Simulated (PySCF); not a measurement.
CH$_{7}$Si$_{2}$ (SMILES [SiH2]C[SiH3]), doublet, geometry from GFN2-xTB; MP2/3-21G (PySCF).

PySCF was given this input:
```python
from pyscf import gto, scf, mp

mol = gto.M(
    atom='''
Si    1.599887    0.347367    0.048489
C     0.098829   -0.730517   -0.378432
Si   -1.553069    0.009259    0.194946
H     2.874026   -0.305758   -0.245740
H     1.522582    1.684123   -0.530948
H     0.069946   -0.886209   -1.459556
H     0.225702   -1.717863    0.066588
H    -2.669198   -0.855250   -0.203237
H    -1.737174    1.327114   -0.417504
H    -1.534314    0.144190    1.652897
''',
    basis='3-21g',
    charge=0,
    spin=1,
    verbose=4,
)

mf = scf.UHF(mol)
mf.kernel()

pt = mp.MP2(mf, frozen=11)
pt.kernel()
print('E(MP2) = %.10f' % pt.e_tot)
```

Task: What does PySCF print? Leave out banner, timings and long lists.

Result: 
```
PySCF version 2.14.0

[INPUT] verbose = 4
[INPUT] num. atoms = 10
[INPUT] num. electrons = 41
[INPUT] charge = 0
[INPUT] spin (= nelec alpha-beta = 2S) = 1
[INPUT] symmetry False subgroup None
[INPUT] Mole.unit = angstrom
[INPUT] Symbol           X                Y                Z      unit          X                Y                Z       unit  Magmom
[INPUT]  1 Si     1.599887000000   0.347367000000   0.048489000000 AA    3.023348260252   0.656428494712   0.091630930054 Bohr   0.0
[INPUT]  2 C      0.098829000000  -0.730517000000  -0.378432000000 AA    0.186759743165  -1.380477059339  -0.715132836771 Bohr   0.0
[INPUT]  3 Si    -1.553069000000   0.009259000000   0.194946000000 AA   -2.934875062552   0.017496974187   0.368394549079 Bohr   0.0
[INPUT]  4 H      2.874026000000  -0.305758000000  -0.245740000000 AA    5.431122014879  -0.577798880395  -0.464381297851 Bohr   0.0
[INPUT]  5 H      1.522582000000   1.684123000000  -0.530948000000 AA    2.877262982193   3.182531230081  -1.003346306386 Bohr   0.0
[INPUT]  6 H      0.069946000000  -0.886209000000  -1.459556000000 AA    0.132178783509  -1.674692299125  -2.758161103466 Bohr   0.0
[INPUT]  7 H      0.225702000000  -1.717863000000   0.066588000000 AA    0.426514965767  -3.246290589524   0.125833083183 Bohr   0.0
[INPUT]  8 H     -2.669198000000  -0.855250000000  -0.203237000000 AA   -5.044053192237  -1.616188268034  -0.384062268378 Bohr   0.0
[INPUT]  9 H     -1.737174000000   1.327114000000  -0.417504000000 AA   -3.282783090715   2.507881996076  -0.788968215910 Bohr   0.0
[INPUT] 10 H     -1.534314000000   0.144190000000   1.652897000000 AA   -2.899433249086   0.272479609901   3.123522642115 Bohr   0.0

nuclear repulsion = 141.466237258101
number of shells = 33
number of NR pGTOs = 90
number of NR cGTOs = 49
basis = 3-21g
ecp = {}

******** <class 'pyscf.scf.uhf.UHF'> ********
method = UHF
initial guess = minao
damping factor = 0
level_shift factor = 0
DIIS = <class 'pyscf.scf.diis.CDIIS'>
diis_start_cycle = 1
diis_space = 8
diis_damp = 0
SCF conv_tol = 1e-09
SCF conv_tol_grad = None
SCF max_cycles = 50
direct_scf = True
direct_scf_tol = 1e-13
number electrons alpha = 21  beta = 20
Set gradient conv threshold to 3.16228e-05
init E= -615.948855186948

cycle= 1 E= -616.43829277545  delta_E= -0.489  |g|= 0.159  |ddm|= 1.81
cycle= 2 E= -616.465763559929  delta_E= -0.0275  |g|= 0.045  |ddm|= 0.352
cycle= 3 E= -616.468285889886  delta_E= -0.00252  |g|= 0.0147  |ddm|= 0.122
cycle= 4 E= -616.468514204282  delta_E= -0.000228  |g|= 0.00641  |ddm|= 0.0253
cycle= 5 E= -616.468593454775  delta_E= -7.93e-05  |g|= 0.00314  |ddm|= 0.0166
cycle= 6 E= -616.46861894579  delta_E= -2.55e-05  |g|= 0.00119  |ddm|= 0.0113
cycle= 7 E= -616.468623038507  delta_E= -4.09e-06  |g|= 0.000356  |ddm|= 0.00583
cycle= 8 E= -616.468623389634  delta_E= -3.51e-07  |g|= 0.000102  |ddm|= 0.00197
cycle= 9 E= -616.468623414977  delta_E= -2.53e-08  |g|= 3.98e-05  |ddm|= 0.000499
cycle= 10 E= -616.468623418757  delta_E= -3.78e-09  |g|= 1.6e-05  |ddm|= 0.000159
cycle= 11 E= -616.46862341941  delta_E= -6.53e-10  |g|= 5.71e-06  |ddm|= 6.52e-05
Extra cycle  E= -616.468623419466  delta_E= -5.68e-11  |g|= 3.67e-06  |ddm|= 1.36e-05
converged SCF energy = -616.468623419466  <S^2> = 0.7543866  2S+1 = 2.0043818

******** <class 'pyscf.mp.ump2.UMP2'> ********
nocc = (np.int64(10), np.int64(9)), nmo = (38, 38)
frozen orbitals 11
E(UMP2) = -616.660681767889  E_corr = -0.192058348422851
E(SCS-UMP2) = -616.671763950712  E_corr = -0.203140531245718
E_corr(same-spin) = -0.0315340233019654
E_corr(oppo-spin) = -0.160524325120886
E(MP2) = -616.6606817679
```
